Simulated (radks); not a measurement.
Pr4.25+, 54.75 electrons, occupied as [Kr] 4d10 4f(up 1, down 1) 5s2 5p(up 2.75, down 2) (fractional occupations, a model configuration). Method: scalar-relativistic Kohn-Sham, SCAN, spin-polarised, spherical densities, finite nucleus; meta-GGA in the generalised Kohn-Sham scheme; Fermi nuclear charge, rms radius 4.8919 fm; computed with a radial shooting solver on a logarithmic mesh with Libxc functionals.

Normalised radial functions P(r) = r R(r), r in bohr:

| r | 4f up |
|---|---|
| 0.003883 | 0.0000 |
| 0.005138 | 0.0000 |
| 0.006744 | 0.0000 |
| 0.008923 | 0.0000 |
| 0.01171 | 0.0000 |
| 0.0155 | 0.0001 |
| 0.0205 | 0.0002 |
| 0.02691 | 0.0007 |
| 0.03561 | 0.0018 |
| 0.04674 | 0.0045 |
| 0.06185 | 0.0113 |
| 0.08118 | 0.0262 |
| 0.1074 | 0.0589 |
| 0.1421 | 0.1228 |
| 0.1865 | 0.2308 |
| 0.2468 | 0.3986 |
| 0.324 | 0.6082 |
| 0.4286 | 0.8289 |
| 0.5626 | 0.9789 |
| 0.7444 | 0.9999 |
| 0.985 | 0.8841 |
| 1.293 | 0.6819 |
| 1.711 | 0.4435 |
| 2.245 | 0.2382 |
| 2.971 | 0.0934 |
| 3.9 | 0.0256 |
| 5.16 | 0.0040 |

4f up: eigenvalue -47.000 eV, 0 radial nodes, <r> = 0.973 bohr, 90 % of the charge inside 1.63 bohr.
